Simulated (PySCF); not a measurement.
**Structure from 2D NMR**

Compound of formula C$_{4}$H$_{8}$O$_{3}$Si. Correlations simulated from computed shifts and the bond graph:

HSQC (one-bond C–H):
```csv
δH,δC
5.01,65.3
4.93,79.1
4.62,65.3
4.07,52.8
```

COSY cross peaks (H two or three bonds apart, from the bond graph; peaks can be absent where the dihedral angle is near 90°):
```csv
δH,δH
5.44,5.01
5.44,5.01
5.44,4.93
5.44,4.62
5.01,5.01
5.01,4.93
5.01,4.62
5.01,4.62
```

HMBC (two and three bonds, from the bond graph):
```csv
δH,δC
5.44,"180.6, 79.1, 65.3"
5.01,"180.6, 79.1, 65.3"
5.01,79.1
4.93,"180.6, 65.3"
4.62,79.1
4.07,180.6
```

Carbons without hydrogens: δ 180.6.

[PySCF: structure optimised with GFN2-xTB; shieldings: GIAO PBE0/pcSseg-1; single conformer; isolated molecule; averaged over atoms made equivalent by symmetry, fast rotation or ring inversion; relativity neglected]

Scale: TMS for 1H (σref 31.72), 13C (σref 186.93) (reference shieldings calculated alike).

Exchangeable hydrogens are left out of these lists.

Work out the connectivity.

## Answers

`COC(=O)[C@H]1OC[SiH2]1`.

Mapped SMILES: `[CH3:1][O:2][C:3](=[O:4])[C@H:5]1[O:6][CH2:7][SiH2:8]1`. Each H is labelled by its parent atom. Ha(C7), Ha(Si8) are cis to C3 on the ring; Hb(C7), Hb(Si8) are trans to C3 on the ring.

δC 180.6 is C3, an ester carbonyl carbon. δC 79.1 is C5, an sp3 CH bonded to O and Si, α to a carbonyl (δH 4.93). δC 65.3 is C7, an sp3 CH2 bonded to O and Si (δH 4.62, 5.01). δC 52.8 is C1, a methyl carbon bonded to O (δH 4.07). HMBC from δH 5.44 reaches the proton-free carbon C3. HMBC from δH 5.01 reaches the proton-free carbon C3. HMBC from δH 4.93 reaches the proton-free carbon C3. HMBC from δH 4.07 reaches the proton-free carbon C3. COSY links 5.44–5.01, 5.44–5.01, 5.44–4.93, 5.44–4.62, 5.01–5.01, 5.01–4.93.

The shifts were computed for this structure.

Shifts are as computed. Against solution values, carbons near 30 ppm lie about +3 ppm off and those near 130 ppm about +5 ppm. Of 1309 compounds with measured shifts, 239 miss one by over three times the rms of a fit or turn the order of signals round; such compounds aren't used in these exercises.
